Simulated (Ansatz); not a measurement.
Start from `CC(C)[NH][Ga]([Cl])[Cl]` and change one atom or group to get `CC(C)[NH][InH][F]`.

Ansatz, PBE0-D4/def2-TZVP geometries, multiplicity 1. Each molecule was computed in one conformer, which needn't be the lowest.

Elements past krypton have def2 core potentials. Scalar relativity is left out up to krypton.

```csv
property,`CC(C)[NH][Ga]([Cl])[Cl]`
HOMO energy (PBE/def2-TZVPP) / eV,-5.99
HOMO–LUMO gap (PBE/def2-TZVPP) / eV,4.12
LUMO energy (PBE0/def2-TZVPP) / eV,-0.92
LUMO energy (PBE/def2-TZVPP) / eV,-1.87
HOMO–LUMO gap (PBE0/def2-TZVPP) / eV,6.37
size of the dipole moment (PBE/def2-TZVPP) / D,2.88
```

**Question.** Give the same properties after the change, and the shifts. (Estimate.)

**Answer.** Ansatz gave: 
```
                                      property  `CC(C)[NH][InH][F]`  shift
             HOMO energy (PBE/def2-TZVPP) / eV                -5.50   0.49
           HOMO–LUMO gap (PBE/def2-TZVPP) / eV                 3.82  -0.30
            LUMO energy (PBE0/def2-TZVPP) / eV                -0.99  -0.07
             LUMO energy (PBE/def2-TZVPP) / eV                -1.68   0.19
          HOMO–LUMO gap (PBE0/def2-TZVPP) / eV                 5.75  -0.62
size of the dipole moment (PBE/def2-TZVPP) / D                 3.50   0.62
```

With PBE0 the HOMO rises by 0.55 eV and the LUMO falls by 0.07 eV, so the gap narrows by about 0.62 eV. PBE moves the HOMO by 0.49 eV and ωB97M-V by 0.55 eV. Dipoles are sizes alone; their direction can turn.
